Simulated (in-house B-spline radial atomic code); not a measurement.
Checks on a self-consistent run for Tb VI (Tb5+), [Kr] 4d10 (4f5/2)1 (4f7/2)5 5s2 (5p1/2)1 (5p3/2)4 (8d5/2)1. Level of theory: Dirac-Hartree-Fock, average of the jj configuration, Fermi nucleus of rms radius 5.06 fm; calculated with a B-spline radial code for spherical atoms.

| orbital | q | ε (Eh) | <1/r> | <r²> | small-component weight |
| --- | --- | --- | --- | --- | --- |
| 1s1/2 | 2 | -1925.59567 | 73.0903 | 0.000631482 | 0.058777 |
| 2s1/2 | 2 | -326.53439 | 17.4911 | 0.0098164 | 0.013045 |
| 2p1/2 | 2 | -309.69536 | 17.4252 | 0.00714333 | 0.013049 |
| 2p3/2 | 4 | -282.20013 | 15.3424 | 0.00836792 | 0.012077 |
| 3s1/2 | 2 | -77.14130 | 6.40035 | 0.0649532 | 0.0041723 |
| 3p1/2 | 2 | -69.79071 | 6.30343 | 0.0605629 | 0.0041 |
| 3p3/2 | 4 | -64.04900 | 5.77764 | 0.0674798 | 0.0038321 |
| 3d3/2 | 4 | -51.54898 | 5.64415 | 0.0536905 | 0.0036942 |
| 3d5/2 | 6 | -50.37542 | 5.50864 | 0.0557822 | 0.00361 |
| 4s1/2 | 2 | -18.95611 | 2.66546 | 0.32678 | 0.001316 |
| 4p1/2 | 2 | -15.93191 | 2.55398 | 0.344128 | 0.0012346 |
| 4p3/2 | 4 | -14.71691 | 2.3921 | 0.377782 | 0.0011556 |
| 4d3/2 | 4 | -9.63756 | 2.17314 | 0.427367 | 0.0009837 |
| 4d5/2 | 6 | -9.59129 | 2.13274 | 0.441611 | 0.00096204 |
| 4f5/2 | 1 | -3.81584 | 1.72113 | 0.632453 | 0.00065516 |
| 4f7/2 | 5 | -3.84417 | 1.70787 | 0.640501 | 0.00064745 |
| 5s1/2 | 2 | -4.95081 | 1.07334 | 1.70979 | 0.00031075 |
| 5p1/2 | 1 | -4.00592 | 0.988005 | 1.99127 | 0.00027194 |
| 5p3/2 | 4 | -3.75192 | 0.933094 | 2.17969 | 0.0002501 |
| 8d5/2 | 1 | -0.48281 | 0.154586 | 88.7114 | 1.8858e-05 |

Electron-electron repulsion V_ee = 4116.3065 hartree.

What total energy follows from the eigenvalues?

The eigenvalues count the repulsion twice, so E = Σqε - V_ee = -7588.136 - 4116.306 = -11704.443 hartree; the run printed -11704.443.

Does the Dirac virial theorem hold?

For a point nucleus E = -2c²Σq·w, with w the small-component weight. Here Σq·w = 0.3116 and c = 137.0360, so the ratio E/(-2c²Σq·w) is 1.000138; the finite nucleus accounts for the departure from 1.

What diamagnetic shielding (Lamb formula) and susceptibility (Langevin formula) do the radii give?

σ = (α²/3)Σq<1/r> = 440.308/(3·137.036²) = 7815.7 ppm, and χ = -0.79199×10⁻⁶·Σq<r²> = -91.1×10⁻⁶ cm³/mol with Σq<r²> = 115.03 bohr². Both are non-relativistic formulas without the paramagnetism of open shells; for so heavy an element the full relativistic shielding is larger by tens of per cent.
